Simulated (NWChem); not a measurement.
System: CH$_{3}$FOSe; SMILES [Se](F)OC

NWChem input:

```
start job
memory heap 200 mb stack 900 mb global 1100 mb
geometry units angstroms noautosym nocenter noautoz
  Se     0.418629    -0.514211     0.015959
  F     -1.238581    -1.131736     0.032935
  O      0.122126     1.107798    -0.609846
  C     -0.411891     2.066082     0.289075
  H      0.167247     2.115986     1.226039
  H     -0.360871     3.036588    -0.225190
  H     -1.463305     1.839301     0.526528
end
basis spherical
  * library def2-svpd
end
dft
  xc pbe0
  iterations 150
end
property
  response 1 0.0
end
task dft property
```

Geometry: optimised at PBE0/def2-SVP.

Static field.

Question: Predict the main results of this run. (PBE0/def2-SVPD.) Quantities: isotropic polarisability (bohr³); anisotropy (bohr³).

Answer: 
```
Item                              Result
--------------------------------  ------
isotropic polarisability (bohr³)    46.4
anisotropy (bohr³)                  15.2
```
